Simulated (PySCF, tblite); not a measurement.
Species: C₃HF₅OS.
Geometry (GFN2-xTB, Å), atoms numbered from 1 in this order:
```
atom  x, y, z in Å
F1     1.9749    0.8502    1.4057
C2     1.6957    0.2526    0.2529
F3     2.4351    0.8399   -0.6974
O4     0.3517    0.4536    0.0008
C5    -0.2929   -0.3965   -0.8148
S6     0.3175   -1.6715   -1.5795
C7    -1.7630    0.0211   -0.9222
F8    -2.4596   -0.8257   -1.6715
F9    -2.3396    0.0626    0.2819
F10   -1.8825    1.2342   -1.4649
H11    1.9681   -0.8178    0.3028
```

The calculation used PBE0/pcSseg-1 in PySCF (dipole) on a GFN2-xTB geometry, gas phase.

Take the most abundant isotopes and a rigid rotor. The values belong to one conformer with, in the numbering `[F:1][CH:2]([F:3])[O:4][C:5](=[S:6])[C:7]([F:8])([F:9])[F:10]`, F1–C2–O4–C5 -157°, C2–O4–C5–S6 0°.

Problem. What are A, B and C (cm⁻¹)?

Solution. Ia = 284.58, Ib = 679.81, Ic = 815.59 u·Å²; 505379 MHz·u·Å²/I gives 1776, 743.4 and 619.6 MHz, that is A = 0.05924, B = 0.02480, C = 0.02067 cm⁻¹.

Problem. What kind of rotor is it?

Solution. An asymmetric top; Ray's κ = -0.786.

Problem. What does the inertial defect say?

Solution. Not planar: Δ = Ic − Ia − Ib = -148.80 u·Å². For a rigid frame Δ = −2 Σ m c², so Σ m c² = 74.40 u·Å² lies off the ab plane: 0.79 from hydrogen and 73.61 from heavier atoms. The atom farthest from that plane is 1.23 Å away.

Problem. Give the other two planar moments, Paa and Pbb, and the rms extents of the mass along the axes.

Solution. Paa = Σ m a² = (Ib + Ic − Ia)/2 = 605.41 and Pbb = Σ m b² = (Ia + Ic − Ib)/2 = 210.18 u·Å². With the mass M = 179.97 u, the rms extents √(P/M) along a, b and c are 1.83, 1.08, 0.64 Å.

Problem. List the rotational levels J(Ka,Kc) to J = 2 (cm⁻¹).

Solution. Above 0(0,0):
J = 1: 1(0,1) 0.0455, 1(1,1) 0.0799, 1(1,0) 0.0840
J = 2: 2(0,2) 0.1361, 2(1,2) 0.1667, 2(1,1) 0.1791, 2(2,1) 0.2824, 2(2,0) 0.2828
The levels of one J sum to (2J + 1)J(J + 1)(A + B + C)/3.

Problem. Which types of transition are allowed, and where do some lines up to J = 2 fall?

Solution. The dipole components are |μa| = 0.80 D, |μb| = 0.93 D, |μc| = 0.97 D. Intensities carry the squares of the components, which stand as 0.68 : 0.92 : 1.00 (a : b : c). Some lines, for components of 0.1 D or more:

| type | branch | J(Ka,Kc) | MHz | lower level (cm⁻¹) |
| --- | --- | --- | --- | --- |
| a | Q | 2(1,1) ← 2(1,2) | 371 | 0.167 |
| c | Q | 2(1,2) ← 2(0,2) | 919 | 0.136 |
| c | Q | 1(1,1) ← 1(0,1) | 1032 | 0.045 |
| b | Q | 1(1,0) ← 1(0,1) | 1156 | 0.045 |
| b | Q | 2(1,1) ← 2(0,2) | 1290 | 0.136 |
| a | R | 1(0,1) ← 0(0,0) | 1363 | 0.000 |
| b | R | 2(0,2) ← 1(1,1) | 1683 | 0.080 |
| b | R | 1(1,1) ← 0(0,0) | 2396 | 0.000 |
| c | R | 1(1,0) ← 0(0,0) | 2519 | 0.000 |
| a | R | 2(1,2) ← 1(1,1) | 2602 | 0.080 |
| c | Q | 2(2,1) ← 2(1,1) | 3097 | 0.179 |
| b | R | 2(1,2) ← 1(0,1) | 3635 | 0.045 |
| c | R | 2(1,1) ← 1(0,1) | 4006 | 0.045 |
| b | R | 2(2,1) ← 1(1,0) | 5947 | 0.084 |
| c | R | 2(2,0) ← 1(1,0) | 5958 | 0.084 |
| c | R | 2(2,1) ← 1(1,1) | 6071 | 0.080 |

Problem. Estimate the classical rotational partition function at 50 K, 100 K and 500 K.

Solution. Point group C1, symmetry number σ = 1; q = (√π/σ)·√((kT/h)³/(ABC)), k/h = 20836.6 MHz/K: 65900 at 50 K, 186000 at 100 K, 2080000 at 500 K.

Its GFN2-xTB frequencies are all real (lowest 19 cm⁻¹). Constants of a rigid frame at the computed geometry: no zero-point averaging, no centrifugal distortion.

The run took 42 s (grids of density and orbitals included) on Arm Neoverse V1, one thread (shared host). This is the PBE0/pcSseg-1 job that gave the dipole, with the shieldings it also computed.
